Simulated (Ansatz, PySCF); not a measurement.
Caution: the highest occupied level lies above zero, so the state may not be bound. This singlet lies 0.78 eV below the relaxed triplet at the level frozen-core CCSD(T)/aug-cc-pVTZ // PBE-D3(BJ)/def2-SVPD (Ansatz, a quantum-chemistry and plane-wave program).

```xyz
5

B      0.9417    -0.0208    -0.0123
B     -0.5988     0.0129     0.0078
H      2.1599    -0.0471    -0.0285
H     -1.2279     1.0773     0.0300
H     -1.2749    -1.0223     0.0030
```

Charge -1, multiplicity 1.

Problem. Give the Mulliken and meta-Löwdin atomic charges from PBE-D3(BJ)/def2-TZVPD // PBE-D3(BJ)/def2-SVPD (PySCF).

Solution. 
```json
[
 {"atom": "B1", "Mulliken (e)": "0.11", "meta-Löwdin (e)": "-0.31"},
 {"atom": "B2", "Mulliken (e)": "-1.11", "meta-Löwdin (e)": "-0.67"},
 {"atom": "H3", "Mulliken (e)": "0.06", "meta-Löwdin (e)": "-0.01"},
 {"atom": "H4", "Mulliken (e)": "-0.03", "meta-Löwdin (e)": "0.00"},
 {"atom": "H5", "Mulliken (e)": "-0.03", "meta-Löwdin (e)": "0.00"}
]
```
